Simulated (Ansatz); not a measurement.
C2H7NSSi can be A, `N=C([SiH3])CS`, or B, `[SiH3]C1NCS1`.

Program: Ansatz. Geometries: PBE0-D4/def2-TZVP. ΔE: electronic, gas phase. CCSD(T)/CBS is the MP2 limit (def2-TZVPP, def2-QZVPP) plus CCSD(T) − MP2 in def2-TZVPP, frozen cores. DFT in def2-TZVPP. One conformer a species, not always the lowest.

Question: Which is lower in electronic energy at CCSD(T)/CBS, and by how much? (Estimate.)

Answer: Ansatz gave: A, by 13.5 kcal/mol.

Question: Give E(B) − E(A) in kcal/mol with HF/def2-TZVPP, CCSD(T)/def2-SVP, BLYP-D4, B2PLYP, LDA (SPW92), PBE-D4, ωB97M-V. (Estimate.)

Answer: Ansatz gave: HF/def2-TZVPP 17.2, CCSD(T)/def2-SVP 16.9, BLYP-D4 17.5, B2PLYP 15.6, LDA (SPW92) 9.7, PBE-D4 13.1, ωB97M-V 12.9. None reverses the order clearly.

Question: Does the order hold for the free energy at 298.15 K (harmonic terms from PBE0-D4)? (An estimate is asked.)

Answer: Ansatz gave: Yes: G(B) − G(A) = +17.2 kcal/mol, for one conformer each.

Largest T1 diagnostic: 0.012.

From BLYP to BHLYP (50 % exact exchange), in def2-TZVPP and without D4, E(B) − E(A) moves by −3.5 kcal/mol. At CCSD(T), def2-SVP lies +3.4 kcal/mol from the extrapolated value and def2-TZVPP +0.8 kcal/mol.
